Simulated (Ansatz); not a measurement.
PbI₂. Charge 0, multiplicity 3. Geometry PBE0-D4/def2-SVP, that of the charge +1 doublet; atoms count from 1.

```xyz
3

Pb    0.208   -0.245   -1.542
I     1.429    0.770    0.874
I    -1.636   -0.525    0.668
```

In the def2 sets I, Pb take a core potential; there is no spin–orbit coupling. At PBE0-D4/def2-TZVP a singlet of charge 0 lies 1.20 eV below the triplet at the same geometry. The structure comes from a short search, and lower isomers may exist.

Problem. Estimate the Mulliken populations from the PBE0/def2-TZVP orbitals of Ansatz.

Solution. 
| atom | charge (e) | spin (α − β) |
| --- | --- | --- |
| Pb1 | 0.27 | 0.97 |
| I2 | -0.14 | 0.51 |
| I3 | -0.14 | 0.51 |
Mulliken values and Mayer orders depend strongly on the basis.

Problem. Where does the spin sit?

Solution. Summed by element: Pb 0.97, I 1.03, of 2 unpaired in all. Largest on single atoms: Pb1 0.97, I2 0.51, I3 0.51.

Problem. And the Mayer bond orders between bonded heavy atoms (over 0.3)?

Solution. Pb1–I2 0.65 (2.89 Å); Pb1–I3 0.65 (2.89 Å); I2–I3 0.50 (3.33 Å).
